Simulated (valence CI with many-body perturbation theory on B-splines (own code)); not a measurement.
# Ladder of approximations for Cs VII

Method: relativistic CI+MBPT: three valence electrons over a frozen Dirac-Fock core [Kr] 4d10, a basis of 8 s, 8 p, 9 d, 9 f, 6 g, 3 h, 2 i functions for each j, with the one-electron correlation potential Σ1, the two-electron term Σ2, the three-electron term Σ3, Breit, model QED; selected CI, second order for the rest, scaled by the run's own slope (own B-spline code, finite nucleus).

Set against measurement, 48 paired levels are off by 286 cm⁻¹ on average, the worst by 971. These come from a selection out of Sansonetti, J. Phys. Chem. Ref. Data 38, 761 (2009). Levels without a partner in it may be off by more, other configurations by several thousand cm⁻¹. 2 measured levels below the end of the list, from 297071 cm⁻¹ on, found no clear computed partner, and computed levels of the same name lie up to 1606 cm⁻¹ from them.

Each rung adds one term. CI alone is the Dirac-Coulomb CI over the frozen core; QED comes last and gives the full result, which names the levels. Energies are above 5s2 5p 2P°_1/2 on the same rung, in eV.

Names give the largest LS component (configuration and term), which can be under half, so a name can repeat, a term be missing and a line seem to break the LS rules; names also repeat where a configuration has a term twice. Letters in brackets count levels of one name in rising energy.

| Level | CI alone | Σ1 | Σ2 | Σ3 | Breit | QED | Full |
| --- | --- | --- | --- | --- | --- | --- | --- |
| 5s2 5p 2P°_3/2 | 2.310 | +0.1032 | +0.0179 | +0.0005 | -0.0316 | +0.0041 | 2.404 |
| 5s 5p2 4P_1/2 | 12.183 | +0.2667 | +0.4781 | -0.0011 | +0.0142 | -0.0489 | 12.892 |
| 5s 5p2 4P_3/2 | 13.336 | +0.3276 | +0.5232 | +0.0006 | -0.0065 | -0.0462 | 14.134 |
| 5s 5p2 4P_5/2 | 14.352 | +0.3609 | +0.4769 | +0.0014 | -0.0154 | -0.0449 | 15.131 |
| 5s 5p2 2D_3/2 | 16.999 | +0.3940 | +0.1557 | +0.0029 | -0.0149 | -0.0425 | 17.494 |
| 5s 5p2 2D_5/2 | 17.622 | +0.4367 | +0.2463 | +0.0041 | -0.0331 | -0.0404 | 18.235 |
| 5s 5p2 2P_1/2 | 19.952 | +0.3858 | -0.6367 | -0.0117 | 0.0000 | -0.0465 | 19.642 |
| 4f 5s2 2F°_5/2 | 22.325 | -0.4843 | -1.0428 | -0.0089 | -0.1131 | -0.0081 | 20.668 |
| 4f 5s2 2F°_7/2 | 22.389 | -0.4497 | -1.0334 | -0.0092 | -0.1256 | -0.0073 | 20.764 |
| 5s 5p2 2S_1/2 | 22.240 | +0.4797 | -0.5168 | -0.0116 | -0.0336 | -0.0421 | 22.115 |
| 5s 5p2 2P_3/2 | 22.817 | +0.4910 | -0.9285 | -0.0118 | -0.0322 | -0.0415 | 22.294 |
| 5s2 5d 2D_3/2 | 25.611 | +0.6210 | -0.5749 | +0.0067 | -0.0557 | -0.0036 | 25.605 |
| 5s2 5d 2D_5/2 | 25.935 | +0.6439 | -0.5630 | +0.0073 | -0.0641 | -0.0020 | 25.957 |
| 5p3 4S°_3/2 [a] | 31.832 | +0.6755 | -0.0946 | -0.0013 | +0.0095 | -0.0922 | 32.329 |
| 4f 5s 5p 4G_5/2 | 33.651 | -0.2646 | -0.5651 | -0.0242 | -0.0905 | -0.0554 | 32.651 |
| 4f 5s 5p 4F_7/2 | 33.825 | -0.2414 | -0.5570 | -0.0155 | -0.1011 | -0.0546 | 32.856 |
| 4f 5s 5p 4F_3/2 | 34.149 | -0.2491 | -0.5462 | +0.0160 | -0.0990 | -0.0543 | 33.216 |
| 4f 5s 5p 4F_5/2 | 34.209 | -0.2237 | -0.5573 | +0.0121 | -0.1048 | -0.0542 | 33.281 |
| 4f 5s 5p 4F_9/2 | 34.248 | -0.2153 | -0.5541 | -0.0068 | -0.1111 | -0.0538 | 33.307 |
| 4f 5s 5p 2F_7/2 [a] | 34.302 | -0.2333 | -0.5762 | -0.0052 | -0.1005 | -0.0549 | 33.332 |
| 5p3 4S°_3/2 [b] | 33.176 | +0.7245 | -0.2000 | -0.0001 | -0.0161 | -0.0885 | 33.596 |
| 5p3 2D°_5/2 | 32.838 | +0.7577 | +0.2681 | +0.0024 | -0.0222 | -0.0836 | 33.760 |
| 5s2 6s 2S_1/2 | 33.396 | +1.055 | -0.3953 | -0.0156 | -0.0510 | +0.0221 | 34.011 |
| 4f 5s 5p 2F_5/2 [a] | 34.958 | -0.2092 | -0.5092 | -0.0028 | -0.1074 | -0.0542 | 34.075 |
| 4f 5s 5p 2F_7/2 [b] | 35.233 | -0.1970 | -0.5210 | -0.0222 | -0.1123 | -0.0539 | 34.327 |
| 4f 5s 5p 4G_9/2 | 35.778 | -0.1527 | -0.5337 | -0.0170 | -0.1292 | -0.0511 | 34.894 |
| 4f 5s 5p 4G_11/2 | 36.058 | -0.1348 | -0.5509 | -0.0480 | -0.1339 | -0.0507 | 35.139 |
| 4f 5s 5p 4D_7/2 | 36.186 | -0.1756 | -0.5961 | -0.0413 | -0.1219 | -0.0521 | 35.199 |
| 4f 5s 5p 4D_5/2 | 36.559 | -0.1754 | -0.6231 | -0.0535 | -0.1202 | -0.0519 | 35.535 |
| 4f 5s 5p 4D_3/2 | 36.840 | -0.1699 | -0.6355 | -0.0616 | -0.1205 | -0.0516 | 35.801 |
| 4f 5s 5p 2G_7/2 [a] | 36.794 | -0.1586 | -0.5143 | -0.0524 | -0.1251 | -0.0527 | 35.891 |

The middle columns are the shifts that each term adds.

How does the ionisation energy move along the ladder, and which term matters most?

CI alone 82.408, + Σ1 83.878, + Σ2 83.404, + Σ3 83.389, + Breit 83.323, + QED 83.331 eV. The largest step is Σ1, 1.470 eV. NIST lists 82.9 ± 2 eV (theoretical).
